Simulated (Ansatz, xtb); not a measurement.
# Ranking isomers of C4H5BF3N

3 gas-phase structures of C4H5BF3N, from a drawn sample of its isomers (lower ones may exist). Each was relaxed with GFN2-xTB; where two conformers were screened, the lower at r2SCAN-D4/def2-SVP is listed:

A. `C/N=C/C(=C/F)B(F)F`, a singlet
B. `N#C[C@H](CF)CB(F)F`, a singlet
C. `FC(F)(F)[C@@H]1C=CBN1`, a singlet

Question: Which do you expect lowest at r2SCAN-D4/def2-SVP, and how would the others follow?

Answer: Calculated order at r2SCAN-D4/def2-SVP: B (0.0), A (51.0), C (158.9) kJ/mol.

Energies above the lowest of each column, in kJ/mol; the last columns are at B3LYP-D3(BJ)/def2-SVP geometries:

| structure | GFN2-xTB | HF/STO-3G | r2SCAN-D4/def2-SVP | B3LYP-D3(BJ)/def2-SVP | CCSD(T)/def2-SVP + ΔMP2/def2-TZVPP |
| --- | --- | --- | --- | --- | --- |
| B | 0.0 | 0.0 | 0.0 | 0.0 | 0.0 |
| A | 36.2 | 147.5 | 51.0 | 54.7 | 87.1 |
| C | 102.2 | 180.6 | 158.9 | 181.9 | 209.1 |

Every level run on B puts it lowest or level with the lowest. Flexible structures stand in one conformer each, not always the lowest. A keeps a small imaginary mode. ΔMP2 is the change of the MP2 energy from the smaller to the larger basis.

Programs: Ansatz 0.2.0, xtb 6.7.1.
